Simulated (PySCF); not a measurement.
How many f electrons in TbI?

Unrestricted PBE0; basis Tb x2c-SVPall, I x2c-SVPall; spin-free X2C with a Gaussian nucleus; PySCF 2.14. The search starts from ions with several 4f fillings and holds each by maximum overlap.

The lowest solution of each spin and filling, followed along the bond (rough minima from three points):

| 2Ms+1 | 4f population | ⟨S²⟩ at the start | R at minimum (Å) | Te (eV) |
| --- | --- | --- | --- | --- |
| 7 | 8.38 | 12.02 | 2.83 | 0.00 |
| 7 | 8.51 | 12.01 | 2.85 | 0.01 |
| 9 | 8.02 | 20.01 | 2.83 | 0.31 |
| 5 | 8.98 | 7.02 | 2.92 | 0.43 |

Solutions at the starting distance of 2.825 Å, counted from the lowest; the search is not exhaustive:

```
2Ms+1  4f population  E (eV)   ⟨S²⟩  ⟨Lz²⟩  μ (D)
    7           8.38    0.00  12.02    4.0  -3.47
    7           8.51    0.01  12.01    7.6  -3.72
    7           8.50    0.20  12.01    9.0  -3.68
    9           8.02    0.31  20.01    8.0  -4.68
    9           8.02    0.43  20.01    8.0  -4.67
    7           9.00    0.46  12.01   10.0  -4.77
    5           8.98    0.47   7.02    9.0  -4.54
    9           8.01    0.56  20.01    5.4  -4.63
    5           8.97    0.61   7.05   10.0  -4.42
    5           8.98    0.62   7.03    9.7  -4.47
    5           8.93    0.63   7.07    4.0  -4.47
    9           8.02    0.74  20.01    8.0  -3.55
    9           8.02    0.76  20.01    5.0  -3.46
```

Partly filled real f orbitals mix terms, so no term symbols are given. A population far from a whole number shows f orbitals mixing with d and ligand orbitals, not a clean configuration. A positive dipole means Tb(−)I(+).

Spin–orbit coupling is left out. With d or f electrons several states lie close, and the lowest PBE0 determinant need not be the measured ground state.
